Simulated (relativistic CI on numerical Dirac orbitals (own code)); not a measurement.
Level scheme of P⁺

Method of calculation: Dirac-Coulomb-Breit CI, KLI orbitals optimised for each configuration, model QED, valence Slater integrals scaled by 0.85, P86 correlation energy added to each configuration (own radial code, finite nucleus).

CI space (outside the closed core [Ne]): 3s2 3p2, 3s 3p3, 3s2 3p 4s, 3s2 3p 4p, 3s2 3p 5s, 3s2 3p 4d, 3s2 3p 3d, 3p4, 3s2 3d2, 3s 3p2 3d, 3s2 4s2, 3s2 3p 5p, 3s2 3d 4s, 3s2 3p 4f, 3s2 4s 4p, 3s2 3p 5d. Levels of other configurations are missing.

The lowest level is 3s2 3p2 3P_0, with 96 % of that term; Hund's rules for 3s2 3p2 give 3P with J = 0, in agreement.

```
No.  Configuration  Term  J  E (cm⁻¹)    %  Lifetime (s)       jj configuration (%)
  1        3s2 3p2    3P  0       0.0   96                             3p1/2^2 (66)
  2        3s2 3p2    3P  1     158.5   96      1.40e+04           3p1/2 3p3/2 (96)
  3        3s2 3p2    3P  2     451.1   96      2.96e+03               3p3/2^2 (62)
  4        3s2 3p2    1D  2    9694.4   96      4.40e+01           3p1/2 3p3/2 (62)
  5        3s2 3p2    1S  0   20353.2   94      1.06e+00               3p3/2^2 (65)
  6         3s 3p3   5S°  2   46725.2  100                    3s 3p1/2 3p3/2^2 (56)
  7         3s 3p3   3D°  1   70072.0   81      7.00e-08      3s 3p1/2 3p3/2^2 (36)
  8         3s 3p3   3D°  2   70092.2   81      7.10e-08      3s 3p1/2 3p3/2^2 (54)
  9         3s 3p3   3D°  3   70126.6   81      7.27e-08      3s 3p1/2 3p3/2^2 (81)
 10         3s 3p3   3P°  2   81371.2   77      1.05e-08            3s 3p3/2^3 (39)
 11         3s 3p3   3P°  1   81392.9   77      1.01e-08      3s 3p1/2 3p3/2^2 (52)
 12         3s 3p3   3P°  0   81403.1   78      9.91e-09      3s 3p1/2 3p3/2^2 (78)
 13      3s2 3p 3d   1D°  2   86060.7   68      1.15e-07           3p3/2 3d5/2 (33)
 14      3s2 3p 4s   3P°  0   95275.4  100      6.22e-10             3p1/2 4s (100)
 15      3s2 3p 4s   3P°  1   95427.0   98      6.18e-10              3p1/2 4s (77)
 16      3s2 3p 4s   3P°  2   95818.1  100      6.15e-10             3p3/2 4s (100)
 17      3s2 3p 3d   3F°  2   95893.3   98      2.79e-06           3p1/2 3d3/2 (72)
 18      3s2 3p 3d   3F°  3   96055.6   98      1.25e-06           3p3/2 3d3/2 (51)
 19      3s2 3p 3d   3F°  4   96280.2   98      1.82e+00           3p3/2 3d5/2 (98)
 20      3s2 3p 4s   1P°  1   97676.5   96      5.56e-10              3p3/2 4s (75)
 21      3s2 3p 3d   1P°  1  109103.8   64      2.92e-10           3p3/2 3d5/2 (36)
 22      3s2 3p 4p    1P  1  110455.8   95      1.03e-08           3p1/2 4p1/2 (42)
 23      3s2 3p 4p    3D  1  111386.3   95      9.58e-09           3p1/2 4p1/2 (55)
 24      3s2 3p 4p    3D  2  111544.6   99      9.52e-09           3p1/2 4p3/2 (57)
 25      3s2 3p 4p    3D  3  111879.3   99      9.47e-09           3p3/2 4p3/2 (99)
 26      3s2 3p 3d   3P°  2  112644.4   76      2.03e-10           3p1/2 3d5/2 (47)
 27      3s2 3p 3d   3P°  1  112795.1   77      2.02e-10           3p3/2 3d3/2 (32)
 28      3s2 3p 3d   3P°  0  112882.5   78      2.02e-10           3p3/2 3d3/2 (78)
 29      3s2 3p 4p    3P  0  113654.1  100      6.06e-09           3p1/2 4p1/2 (71)
 30      3s2 3p 4p    3P  1  113673.4   72      6.33e-09           3p1/2 4p3/2 (72)
 31      3s2 3p 4p    3P  2  113985.0   99      6.05e-09           3p3/2 4p3/2 (58)
 32      3s2 3p 4p    3S  1  114078.4   72      6.87e-09           3p3/2 4p1/2 (69)
 33      3s2 3p 3d   3D°  1  114116.5   78      1.45e-10           3p3/2 3d3/2 (41)
 34      3s2 3p 3d   3D°  2  114188.0   78      1.45e-10           3p3/2 3d3/2 (47)
 35      3s2 3p 3d   3D°  3  114235.3   79      1.45e-10           3p3/2 3d5/2 (52)
 36      3s2 3p 4p    1D  2  115675.3   98      9.06e-09           3p3/2 4p3/2 (41)
 37      3s2 3p 3d   1F°  3  116540.2   83      2.16e-10           3p3/2 3d3/2 (32)
 38      3s2 3p 4p    1S  0  119271.5   96      8.35e-09           3p3/2 4p3/2 (69)
 39         3s 3p3   3S°  1  121096.6  100      8.46e-11      3s 3p1/2 3p3/2^2 (56)
 40         3s 3p3   1D°  2  123760.8   46      1.67e-10      3s 3p1/2 3p3/2^2 (36)
 41         3s 3p3   1P°  1  126932.5   45      2.34e-10           3p3/2 4d5/2 (23)
 42      3s2 3p 5s   3P°  0  131571.3  100      1.21e-09             3p1/2 5s (100)
 43      3s2 3p 5s   3P°  1  131699.3   95      1.16e-09              3p1/2 5s (84)
 44      3s2 3p 5s   3P°  2  132127.0   99      1.17e-09              3p3/2 5s (99)
 45      3s2 3p 5s   1P°  1  132943.7   94      7.50e-10              3p3/2 5s (84)
 46      3s2 3p 4d   3F°  2  133081.8   97      4.57e-09           3p1/2 4d3/2 (76)
 47      3s2 3p 4d   3F°  3  133269.2   97      4.64e-09           3p3/2 4d3/2 (49)
 48      3s2 3p 4d   3F°  4  133530.7   97      4.93e-09           3p3/2 4d5/2 (97)
 49      3s2 3p 4d   3P°  2  136077.4   89      5.06e-10           3p1/2 4d5/2 (68)
 50      3s2 3p 4d   3P°  1  136291.3   91      5.14e-10           3p3/2 4d5/2 (34)
 51      3s2 3p 4d   3P°  0  136418.5   96      5.40e-10           3p3/2 4d3/2 (96)
 52      3s2 3p 4d   3D°  1  137029.0   88      2.56e-10           3p3/2 4d3/2 (56)
 53      3s2 3p 4d   3D°  2  137103.6   85      2.56e-10           3p3/2 4d3/2 (49)
 54      3s2 3p 4d   3D°  3  137146.1   92      2.51e-10           3p3/2 4d5/2 (64)
 55      3s2 3p 4d   1D°  2  137335.1   72      2.10e-10           3p3/2 4d5/2 (37)
 56      3s2 3p 5p    1P  1  137724.0   65                         3p1/2 5p1/2 (80)
 57      3s2 3p 5p    3D  1  138055.2   64                         3p1/2 5p3/2 (44)
 58      3s2 3p 5p    3D  2  138105.9   94                         3p1/2 5p3/2 (70)
 59      3s2 3p 5p    3D  3  138460.5   99                         3p3/2 5p3/2 (99)
 60      3s2 3p 5p    3P  0  138724.7   98                         3p1/2 5p1/2 (73)
 61      3s2 3p 5p    3P  1  138783.0   68                         3p1/2 5p3/2 (51)
 62      3s2 3p 5p    3P  2  139049.9   93                         3p3/2 5p3/2 (52)
 63      3s2 3p 5p    3S  1  139188.9   74                         3p3/2 5p1/2 (67)
 64      3s2 3p 5p    1D  2  139846.3   95                         3p3/2 5p3/2 (46)
 65      3s 3p2 3d    5F  1  140110.4  100                3s 3p1/2 3p3/2 3d3/2 (43)
 66      3s 3p2 3d    5F  2  140168.1  100                3s 3p1/2 3p3/2 3d3/2 (51)
 67      3s 3p2 3d    5F  3  140256.0  100                3s 3p1/2 3p3/2 3d3/2 (42)
 68      3s 3p2 3d    5F  4  140375.6  100                3s 3p1/2 3p3/2 3d5/2 (53)
 69      3s 3p2 3d    5F  5  140529.0  100                    3s 3p3/2^2 3d5/2 (66)
 70      3s2 3p 4d   1F°  3  140752.8   70      2.77e-10           3p3/2 4d3/2 (28)
```

Energies count from the lowest computed level; ° marks odd parity; lifetimes are radiative, by E1, M1, E2, M2, E3 decay to levels of this space only; some are left blank where a channel outside the calculation adds to the decay or the decay crosses a small, uncertain gap. Filled j subshells are mostly left out of the jj labels.

The mean weight of the leading LS term, summed over parents, in these 70 levels is 88 %, and that of the leading jj configuration (from the same eigenvectors) 62 %, so LS coupling describes them better.

Correlation outside the listed configurations is missing or only estimated: errors of thousands of cm⁻¹ between configurations and terms are usual at this charge. Rates and lifetimes follow the computed energies and can be off by large factors. The fine structure of a lone outer electron comes out too small, for d and f at times inverted, and misplaced configurations move strength between like terms. 32 of the 35 excited levels that our extract of the measured tables holds in this range could be paired (the sources list more); they are missed by 6440 cm⁻¹ on average and 8820 at most, and levels without a partner can miss by more.

Landé's interval rule says that E(J) − E(J−1) = AJ with one A. For the ground term the intervals give A = 158.5, 146.3 cm⁻¹ for J = 1, 2; the multiplet is regular.
